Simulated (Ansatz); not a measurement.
Geometry optimisation of the cluster Mn2O⁺.

```yaml
crystal:
  periodic: [false, false, false]
  atoms:
    - {symbol: Mn, position_ang: [-0.067900, -1.525220, 0.496020]}
    - {symbol: Mn, position_ang: [0.068690, 1.525220, -0.495910]}
    - {symbol: O, position_ang: [-0.000800, 0.000000, -0.000110]}
basis:
  gaussian: {orbitals: def2-TZVP}
total_charge: 1
magnetization: {spin_polarized: true, initial_magnetization: 1}
hamiltonian: {xc: pbe0, dispersion: d4}
scf: {lower_state_search: "off"}
output: {orbitals: {seedname: orbitals}}
relax: {f_tol: 0.02, max_steps: 100}
```

```sh
$ ansatz run in.yaml --threads 4 --pin off --events-out ev --progress --plain --max-ram 3916MiB
```

Output, abridged:

```
Functional definition: PBE0
mean field -64667.69466249 eV, -2376.4939455089 hartree, gradient 3.9e-6 eV, S^2 5.234759; 0 other end points of the search recorded, 0 dependent functions left out
WARN: the results are in doubt because the forces break the atoms' symmetry
relax step   1: F+E_penalty+E_count = -64667.76142510 eV  Δ(F+E_penalty+E_count) = +0.000e0 eV  max|allowed force component| = 7.429e0 eV/Å  Δτ_max = 0.0000 Å  (157 SCF iters, accepted)
mean field -64668.51584170 eV, -2376.5241232880 hartree, gradient 2.1e-6 eV, S^2 5.645287; 0 other end points of the search recorded, 0 dependent functions left out
relax step   2: F+E_penalty+E_count = -64668.59873128 eV  Δ(F+E_penalty+E_count) = -8.373e-1 eV  max|allowed force component| = 4.383e0 eV/Å  Δτ_max = 0.0816 Å  (65 SCF iters, accepted)
mean field -64668.97114717 eV, -2376.5408554556 hartree, gradient 1.8e-6 eV, S^2 5.701277; 0 other end points of the search recorded, 0 dependent functions left out
relax step   3: F+E_penalty+E_count = -64669.06457747 eV  Δ(F+E_penalty+E_count) = -4.658e-1 eV  max|allowed force component| = 1.291e0 eV/Å  Δτ_max = 0.1328 Å  (36 SCF iters, accepted)
mean field -64669.00191603 eV, -2376.5419861902 hartree, gradient 3.1e-6 eV, S^2 5.703905; 0 other end points of the search recorded, 0 dependent functions left out
relax step   4: F+E_penalty+E_count = -64669.09732948 eV  Δ(F+E_penalty+E_count) = -3.275e-2 eV  max|allowed force component| = 4.744e-1 eV/Å  Δτ_max = 0.0245 Å  (33 SCF iters, accepted)
mean field -64669.00468689 eV, -2376.5420880174 hartree, gradient 2.7e-6 eV, S^2 5.704893; 0 other end points of the search recorded, 0 dependent functions left out
relax step   5: F+E_penalty+E_count = -64669.10137869 eV  Δ(F+E_penalty+E_count) = -4.049e-3 eV  max|allowed force component| = 6.486e-2 eV/Å  Δτ_max = 0.0129 Å  (32 SCF iters, accepted)
mean field -64669.00491323 eV, -2376.5420963352 hartree, gradient 4.1e-6 eV, S^2 5.704784; 0 other end points of the search recorded, 0 dependent functions left out
relax step   6: F+E_penalty+E_count = -64669.10144959 eV  Δ(F+E_penalty+E_count) = -7.091e-5 eV  max|allowed force component| = 1.879e-3 eV/Å  Δτ_max = 0.0015 Å  (21 SCF iters, accepted)
Total energy: -64669.10148579 eV, -2376.5456453116 hartree
Atom 0 at    -0.075554    -1.694003     0.550891 Å, force    -0.000119     0.000881    -0.000308 eV/Å
Atom 1 at     0.079217     1.761249    -0.572667 Å, force    -0.000095     0.000998    -0.000344 eV/Å
Atom 2 at    -0.003673    -0.067246     0.021776 Å, force     0.000214    -0.001879     0.000652 eV/Å
Dipole moment:    -0.052128    -1.178144     0.383191 e Å
Checks for a lower state left out: stability, starts, cluster_reference, orbital_swaps, neighbouring_geometries, increment
```

Run time 37 s (4 threads of Intel Xeon on a shared host).

The charge 1 doublet is spin-contaminated (final ⟨S²⟩ up to 5.70, 0.75 for a pure state). The structure comes from a short search, and lower isomers may exist.
